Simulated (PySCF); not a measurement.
PySCF input for C₄H₇FSi, SMILES F[C@]1([SiH3])C=CC1, PBE-D3(BJ)/def2-SVP. The structure is a stationary point at PBE-D3(BJ)/def2-SVP. The structure was generated by enumeration; whether it is a known compound was not checked.

```python
import numpy as np
from pyscf import gto, scf, dft, df
from pyscf.hessian import thermo

mol = gto.M(
    atom='''
    F     0.88827966   -1.37182119   -0.57075746
    C     0.07805630   -0.31974779   -0.11399773
    Si    1.25732742    1.06135618    0.51554377
    C    -1.05451409   -0.70091044    0.81317918
    C    -2.00108892   -0.17527084   -0.00194329
    C    -1.03527626    0.14803765   -1.12407303
    H     0.45122068    2.26956997    0.90864908
    H     2.21959119    1.43099670   -0.57856069
    H     2.02621816    0.55791253    1.70480809
    H    -1.06336747   -1.16105172    1.81295066
    H    -3.07832200    0.02156160    0.11896656
    H    -1.08073718   -0.54054952   -1.99209257
    H    -0.99476650    1.19631292   -1.49450777
    ''',
    basis='def2-SVP',
    charge=0,
    spin=0,
    max_memory=1600,
    verbose=3,
)
mf = dft.RKS(mol, xc='pbe').density_fit(auxbasis='def2-universal-jkfit')
mf.disp = 'd3bj'
mf.grids.level = 3
mf.conv_tol = 1e-11
mf.max_cycle = 100
mf.kernel()

# [left out here: the lines that compute and print the analytic Hessian (its translational invariance restored by hand, since the grid's response is missing), thermochemistry and intensities]
```

It prints:

```
converged SCF energy = -545.169596085582

WARN: DFTD3 does not support analytical Hessian, using finite difference


WARN: Mole.unit (angstrom) is changed to Bohr

Mode                                 0                   1                   2
Irrep
Freq [cm^-1]                      133.9890            159.0921            199.9253
Reduced mass [au]                   1.9034              1.5157              2.0979
Force const [Dyne/A]                0.0201              0.0226              0.0494
Char temp [K]                     192.7804            228.8981            287.6480
Normal mode                   x     y     z       x     y     z       x     y     z
       0   F                 0.02 -0.04 -0.05   -0.02  0.05 -0.01   -0.02 -0.03  0.02
       1   C                 0.03 -0.05 -0.04   -0.02  0.06 -0.01    0.01 -0.03  0.06
       2  Si                -0.06  0.00  0.02    0.05 -0.01  0.01   -0.00  0.03 -0.04
       3   C                 0.05  0.01  0.01    0.00  0.02  0.01   -0.03 -0.10 -0.02
       4   C                 0.05  0.10  0.06   -0.04 -0.09 -0.02    0.01 -0.02 -0.02
       5   C                 0.01 -0.02 -0.01   -0.05 -0.02 -0.01    0.06  0.11  0.07
       6   H                -0.16  0.04 -0.30    0.19  0.19 -0.32   -0.04  0.09 -0.30
       7   H                 0.18 -0.12  0.19    0.34 -0.34  0.16    0.01 -0.16 -0.10
       8   H                -0.33  0.15  0.25   -0.28  0.03  0.25   -0.02  0.28  0.07
       9   H                 0.07  0.02  0.01    0.04  0.04  0.02   -0.09 -0.22 -0.08
      10   H                 0.08  0.22  0.14   -0.06 -0.21 -0.04   -0.00 -0.03 -0.05
      11   H                -0.09 -0.07  0.04    0.00 -0.01 -0.02    0.09  0.23 -0.03
      12   H                 0.06 -0.04 -0.07   -0.13 -0.01  0.01    0.09  0.16  0.22
Mode                                 3                   4                   5
Irrep
Freq [cm^-1]                      242.2076            374.5566            405.8642
Reduced mass [au]                   4.6011              3.2317              2.8673
Force const [Dyne/A]                0.1590              0.2671              0.2783
Char temp [K]                     348.4828            538.9036            583.9482
Normal mode                   x     y     z       x     y     z       x     y     z
       0   F                 0.12  0.09  0.04    0.03 -0.04  0.11    0.03  0.04 -0.03
       1   C                -0.05 -0.02  0.02    0.01  0.03 -0.09    0.01 -0.00  0.03
       2  Si                -0.01 -0.05 -0.03   -0.02 -0.02 -0.02   -0.06 -0.07 -0.03
       3   C                -0.06 -0.06 -0.02    0.08  0.01 -0.05    0.01  0.11  0.08
       4   C                -0.03  0.08  0.03    0.01 -0.02  0.02    0.01 -0.05 -0.03
       5   C                -0.03 -0.00  0.01   -0.07  0.10 -0.02    0.06  0.03  0.03
       6   H                 0.13  0.05 -0.06   -0.03 -0.05  0.06   -0.10 -0.09 -0.06
       7   H                -0.02 -0.21 -0.10    0.06  0.08  0.09   -0.07 -0.06 -0.04
       8   H                -0.01 -0.08 -0.04   -0.11 -0.16 -0.02   -0.06 -0.03 -0.01
       9   H                -0.08 -0.11 -0.05    0.18 -0.03 -0.07   -0.01  0.32  0.18
      10   H                -0.00  0.20  0.07    0.00 -0.09  0.10    0.00 -0.07 -0.08
      11   H                -0.09 -0.05  0.05   -0.14  0.23 -0.12    0.12  0.19 -0.10
      12   H                 0.02 -0.02 -0.05   -0.11  0.15  0.13    0.06  0.10  0.23
Mode                                 6                   7                   8
Irrep
Freq [cm^-1]                      525.9207            596.3771            608.1764
Reduced mass [au]                   2.9573              1.2598              1.2943
Force const [Dyne/A]                0.4819              0.2640              0.2821
Char temp [K]                     756.6828            858.0538            875.0304
Normal mode                   x     y     z       x     y     z       x     y     z
       0   F                 0.09 -0.06 -0.03    0.00 -0.04 -0.02    0.00 -0.00  0.01
       1   C                 0.00 -0.08 -0.02   -0.02 -0.04 -0.02    0.01  0.02 -0.02
       2  Si                 0.05  0.03  0.02   -0.03  0.05  0.02   -0.00 -0.03  0.06
       3   C                -0.08  0.04  0.01    0.01 -0.01  0.01    0.04  0.03 -0.03
       4   C                -0.09 -0.01 -0.01    0.02 -0.02 -0.01    0.00 -0.01 -0.00
       5   C                -0.08 -0.00  0.01    0.01 -0.01 -0.02   -0.05  0.01 -0.05
       6   H                -0.12 -0.06 -0.03    0.51  0.36  0.16   -0.03  0.04 -0.20
       7   H                 0.06  0.17  0.07   -0.05 -0.33 -0.13   -0.35 -0.29 -0.34
       8   H                 0.06  0.17  0.07    0.00 -0.26 -0.13    0.37  0.46  0.02
       9   H                -0.13  0.22  0.10    0.03  0.19  0.10    0.11  0.08 -0.01
      10   H                -0.07  0.08  0.02    0.06  0.17  0.07    0.01 -0.01  0.07
      11   H                -0.15  0.17 -0.12   -0.02  0.14 -0.14   -0.03 -0.02 -0.02
[...]
       1   C                -0.16  0.00  0.02    0.09  0.01  0.02    0.07  0.02 -0.05
       2  Si                 0.01  0.01  0.00   -0.00 -0.00 -0.00   -0.00 -0.00  0.00
       3   C                 0.07  0.04 -0.06    0.04 -0.02  0.02   -0.12 -0.02  0.06
       4   C                 0.10  0.01 -0.07   -0.02 -0.02  0.02    0.06  0.04 -0.11
       5   C                -0.07 -0.02  0.09   -0.14  0.02 -0.03   -0.06 -0.01  0.05
       6   H                -0.04 -0.01 -0.01    0.02  0.01  0.00    0.01  0.00  0.00
       7   H                 0.02  0.01  0.02   -0.01 -0.00 -0.01   -0.01 -0.01 -0.02
       8   H                 0.02  0.02 -0.01   -0.01 -0.01  0.00   -0.00  0.00  0.00
       9   H                -0.25  0.06 -0.07   -0.08  0.01  0.04    0.43 -0.05  0.05
      10   H                 0.10 -0.15  0.13   -0.03  0.18 -0.32    0.08 -0.17  0.39
      11   H                 0.12 -0.09  0.14    0.25  0.01 -0.05    0.09  0.00  0.03
      12   H                 0.24 -0.02  0.12    0.63 -0.02 -0.06    0.16 -0.03  0.03
Mode                                24                  25                  26
Irrep
Freq [cm^-1]                     1390.0641           1587.4444           2162.6199
Reduced mass [au]                   1.1252              5.7847              1.0212
Force const [Dyne/A]                1.2810              8.5888              2.8139
Char temp [K]                    1999.9927           2283.9791           3111.5286
Normal mode                   x     y     z       x     y     z       x     y     z
       0   F                -0.00  0.00  0.00   -0.00  0.00  0.00   -0.00 -0.00 -0.00
       1   C                 0.02 -0.00 -0.01    0.00  0.00 -0.01    0.00  0.00  0.00
       2  Si                -0.00  0.00 -0.00   -0.00 -0.00  0.00   -0.00 -0.02 -0.01
       3   C                -0.02  0.00 -0.00    0.15 -0.07  0.10    0.00 -0.00 -0.00
       4   C                -0.00 -0.01  0.01   -0.12  0.08 -0.13   -0.00  0.00 -0.00
       5   C                 0.00  0.03 -0.09    0.01 -0.00 -0.00    0.00 -0.00  0.00
       6   H                 0.00  0.00  0.01    0.00 -0.00  0.00   -0.41  0.61  0.20
       7   H                 0.00 -0.01 -0.00   -0.00 -0.00 -0.01    0.30  0.11 -0.34
       8   H                -0.00 -0.01 -0.00    0.00  0.01 -0.00    0.21 -0.15  0.33
       9   H                 0.04  0.00  0.00   -0.13 -0.05  0.15   -0.00 -0.00 -0.00
      10   H                -0.00  0.01 -0.02   -0.16 -0.05  0.13    0.00  0.00  0.00
      11   H                -0.03 -0.54  0.39   -0.04 -0.05  0.04   -0.00  0.00 -0.00
      12   H                 0.04  0.25  0.61   -0.04  0.02  0.05   -0.00 -0.00 -0.00
Mode                                27                  28                  29
Irrep
Freq [cm^-1]                     2177.3478           2181.6716           2972.3128
Reduced mass [au]                   1.0495              1.0515              1.0625
Force const [Dyne/A]                2.9314              2.9487              5.5306
Char temp [K]                    3132.7187           3138.9397           4276.4963
Normal mode                   x     y     z       x     y     z       x     y     z
       0   F                 0.00 -0.00 -0.00   -0.00  0.00 -0.00    0.00  0.00  0.00
       1   C                -0.00  0.00  0.00    0.00 -0.00  0.00    0.00 -0.00  0.00
       2  Si                -0.03  0.02  0.01    0.00 -0.02  0.04   -0.00  0.00 -0.00
       3   C                -0.00 -0.00 -0.00   -0.00  0.00 -0.00    0.00 -0.00  0.00
       4   C                 0.00 -0.00  0.00    0.00 -0.00  0.00    0.00 -0.00  0.00
       5   C                 0.00 -0.00 -0.00   -0.00  0.00 -0.00    0.00  0.04 -0.05
       6   H                 0.32 -0.49 -0.16   -0.05  0.07  0.04    0.00 -0.00  0.00
       7   H                 0.42  0.17 -0.48    0.36  0.13 -0.40   -0.00 -0.00  0.00
       8   H                 0.19 -0.13  0.31   -0.41  0.27 -0.63   -0.00 -0.00  0.00
       9   H                -0.00  0.00 -0.00    0.00  0.00 -0.00   -0.00 -0.00  0.00
      10   H                 0.00  0.00  0.00    0.00  0.00 -0.00   -0.03  0.01  0.00
      11   H                -0.00 -0.00  0.00    0.00  0.00 -0.00    0.02  0.30  0.34
      12   H                 0.00  0.00  0.00   -0.00 -0.00 -0.00   -0.03 -0.81  0.27
Mode                                30                  31                  32
Irrep
Freq [cm^-1]                     3045.5642           3114.7607           3147.4859
Reduced mass [au]                   1.1045              1.0859              1.1145
Force const [Dyne/A]                6.0359              6.2073              6.5049
Char temp [K]                    4381.8887           4481.4471           4528.5315
Normal mode                   x     y     z       x     y     z       x     y     z
       0   F                -0.00  0.00  0.00    0.00  0.00  0.00   -0.00  0.00  0.00
       1   C                 0.00 -0.00 -0.00    0.00  0.00 -0.00    0.00  0.00 -0.00
       2  Si                 0.00 -0.00  0.00   -0.00 -0.00  0.00    0.00  0.00  0.00
       3   C                -0.00  0.00 -0.00   -0.00 -0.02  0.04    0.01 -0.03  0.07
       4   C                -0.00 -0.00  0.00    0.07 -0.01 -0.01   -0.05  0.01 -0.00
       5   C                -0.00 -0.08 -0.04   -0.00 -0.00  0.00    0.00  0.00 -0.00
       6   H                -0.00  0.00  0.00    0.00  0.00 -0.00   -0.00 -0.00 -0.00
       7   H                -0.00  0.00 -0.00   -0.00 -0.00 -0.00   -0.00 -0.00  0.00
       8   H                 0.00  0.00  0.00   -0.00  0.00 -0.00   -0.00 -0.00 -0.00
       9   H                -0.00 -0.01  0.01    0.00  0.22 -0.47    0.00  0.33 -0.72
      10   H                -0.00 -0.00  0.00   -0.79  0.14  0.09    0.50 -0.09 -0.05
      11   H                 0.04  0.53  0.66    0.00 -0.00 -0.00    0.00  0.01  0.01
      12   H                 0.01  0.40 -0.15    0.00  0.02 -0.01   -0.00 -0.01  0.01
temperature 298.1500 [K]
pressure 101325.00 [Pa]
Rotational constants [GHz] 4.21362 2.37547 2.00982
Symmetry number 1
Zero-point energy (ZPE) 0.09046 [Eh]   237498.039 [J/mol]
                           tot       elec      trans        rot        vib
Entropy [J/mol/K]       341.534      0.000    166.449    113.684     61.400
Cv [J/mol/K]            109.709      0.000     12.472     12.472     84.766
Cp [J/mol/K]            118.023      0.000     20.786     12.472     84.766
Internal energy [J/mol]                      3718.434   3718.434 248578.680
Internal energy [Eh]   -545.07208  -545.16960
Enthalpy [J/mol]                             6197.391   3718.434 248578.680
Enthalpy [Eh]          -545.07114
Gibbs free energy [J/mol]                  -43429.514 -30176.447 230272.182
Gibbs free energy [Eh] -545.10993
mode   freq/cm-1   IR/(km/mol)
   1      133.99         0.033
   2      159.09         0.071
   3      199.93         0.267
   4      242.21         2.749
   5      374.56         3.068
   6      405.86         1.872
   7      525.92         3.204
   8      596.38        36.973
   9      608.18        26.324
  10      694.23        24.218
  11      839.74        91.392
  12      858.26        35.073
  13      876.63       145.675
  14      905.23        33.235
  15      907.15        21.328
  16      912.87        12.472
  17      942.52         8.471
  18      989.08        12.504
  19     1013.83        10.518
  20     1030.47         4.689
  21     1111.85        50.432
  22     1146.04         9.588
  23     1177.93         7.648
  24     1275.37        23.493
  25     1390.06         4.105
  26     1587.44         0.861
  27     2162.62        55.764
  28     2177.35       102.888
  29     2181.67        93.732
  30     2972.31        22.603
  31     3045.56         5.183
  32     3114.76         7.504
  33     3147.49         9.995
max |gradient| / (hartree/bohr): 0.00014275224265932436
APT charges: [-0.4993  0.3338  0.9207 -0.1239 -0.0065 -0.0396 -0.2274 -0.238  -0.2311
  0.0557  0.0535  0.0087 -0.0065]
```

The calculation finished and met its thresholds.

Cost: around 2.3 core-minutes (rough).
